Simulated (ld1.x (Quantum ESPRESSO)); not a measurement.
platinum (Pt), TM: configuration errors across variants

ld1.x (Quantum ESPRESSO) 7.5 input, shortened:

```
&input
   title='Pt', zed=78., rel=1, dft='PBE', iswitch=3,
   config='[Xe] 4f14 5d9 6s0.5 6p0.5'
 /
 &inputp
   pseudotype=2, tm=.true., lloc=0,
   nlcc=.false.
 /
3
5P  2  1   6.00   0.00  1.15  1.15  0.0
5D  3  2   9.00   0.00  1.95  1.95  0.0
5S  1  0   2.00   0.00  1.55  1.55  0.0
 &test
   configts(1)='5s2 5p6 5d9 6s0.5 6p0.5'
 /
```

Occupied shells without a wave of their own: 6p, 6s. They enter only through the test configuration that unscreens the potential.

All-electron excitation energies from the reference (eV): (1) 5s2 5p6 5d9 6s1 6p0 -2.460; (2) 5s2 5p6 5d9 6s0 6p0 6.734; (3) 5s2 5p6 5d8 6s0 6p0 26.699; (4) 5s2 5p6 5d8 6s1 6p1 4.108; (5) 5s2 5p6 5d8 6s1 6p0 8.707; (6) 5s2 5p6 5d7 6s0 6p0 58.916; (7) 5s2 5p5 5d9 6s1 6p0 59.691.

For the base: The 6p, 6s levels have no wave, so the channel is fitted at the deeper level alone: the likely source of the large errors.

4 further variants failed, have other tests or too few solved ones, and are left out.

The file “base” misses its own reference levels by 3.0 eV. The file “wave 5s (bound): rc 1.55 bohr becomes 5s (bound): rc 1.38 bohr” misses its own reference levels by 1.2 eV. The file “wave 5s (bound): rc 1.55 bohr becomes 5s (bound): rc 1.62 bohr” misses its own reference levels by 4.2 eV.

Errors AE − PS in meV (a dash: test not solved or not reliable):

| change | (1) | (2) | (3) | (4) | (5) | (6) | (7) | bound ghosts |
| --- | --- | --- | --- | --- | --- | --- | --- | --- |
| base | +1427 | -1790 | -2476 | +1712 | +1724 | -3295 | +1811 | none |
| wave 5s (bound): rc 1.55 bohr becomes 5s (bound): rc 1.02 bohr | +56 | -89 | -129 | +87 | +68 | -178 | -5.5 | none |
| wave 5s (bound): rc 1.55 bohr becomes 5s (bound): rc 1.38 bohr | +566 | -739 | -1023 | +742 | +737 | -1360 | +748 | none |
| wave 5s (bound): rc 1.55 bohr becomes 5s (bound): rc 1.62 bohr | +1965 | -2424 | -3382 | +2228 | +2252 | -4530 | +2340 | none |

Problem. Give the same row for: wave 5s (bound): rc 1.55 bohr becomes 5s (bound): rc 1.22 bohr.

Solution. +200, -275, -389, +275, +260, -525, +211; bound ghosts: none.
